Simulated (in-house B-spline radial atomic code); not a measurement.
A run on La⁻ that did not converge. Method: scalar-relativistic (X2C) B3LYP, spin-polarised, spherical fractional occupations, exact exchange averaged over the configuration, Fermi nucleus of rms radius 4.855 fm; computed with an all-electron radial atomic-structure program (B-spline basis).

Command:
```bash
python run_scf.py task.json out
```
Settings (nuclear radius in fm, mass in u):
```
Z                57
configuration    [Xe] 5d2 6s2
hamiltonian      x2c
method           b3lyp
spin_polarised   True
nucleus          fermi
rms_radius       4.855
atomic_mass      138.90636
speed_of_light   137.035999084
exact_exchange   averaged over the configuration
```

First and last ten iterations of the last attempt (damped for 15 steps, keeping 80 % of the old Fock matrix, then DIIS):
```
 iter        energy (Eh)    residual
    1       -8486.733053    4.64e-01
    2       -8488.294883    3.22e-01
    3       -8490.614418    2.08e-01
    4       -8491.738187    1.32e-01
    5       -8492.262101    8.29e-02
    6       -8492.496862    5.18e-02
    7       -8492.597339    3.23e-02
    8       -8492.359120    2.56e-02
    9       -8492.606056    1.92e-02
   10       -8492.637486    1.20e-02
  111       -8492.655262    4.60e-03
  112       -8492.341281    2.94e-02
  113       -8492.339034    2.94e-02
  114       -8492.656435    3.82e-03
  115       -8492.305827    3.10e-02
  116       -8492.305895    3.10e-02
  117       -8492.305987    3.10e-02
  118       -8492.307391    3.09e-02
  119       -8492.308658    3.09e-02
  120       -8492.310351    3.09e-02
 not converged after 120 iterations
```

The smallest residual met was 3.8e-03; the threshold is about 6e-07. No energy from this run should be used. Cost of the run: 5.7 s on 1 thread of Intel(R) Xeon(R) 6975P-C (shared host).
